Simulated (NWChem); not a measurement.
# C4H4ClF; SMILES F/C=C\C=C/Cl

```xyz
10

F     -0.2899    -2.9934     0.0000
C      0.7393    -2.1300     0.0000
C      0.5600    -0.7905     0.0000
C     -0.7324    -0.1410     0.0000
C     -0.9543     1.1960     0.0000
Cl     0.3078     2.3897     0.0000
H      1.7188    -2.6348     0.0000
H      1.4642    -0.1631     0.0000
H     -1.6273    -0.7838     0.0000
H     -1.9640     1.6306     0.0000
```
Atoms are numbered in this order, from 1.

All runs: NWChem. Coordinates come from a PBE-D3(BJ)/def2-SVP optimisation. Level: B3LYP/def2-SVP with SMD (1 M gas to 1 M solution), gas-phase geometry.

Task: Order these by “dipole in solution (D)”, lowest first: n-hexane; dimethyl sulfoxide; anisole.

Result: n-hexane (0.47), anisole (0.54), dimethyl sulfoxide (0.60)
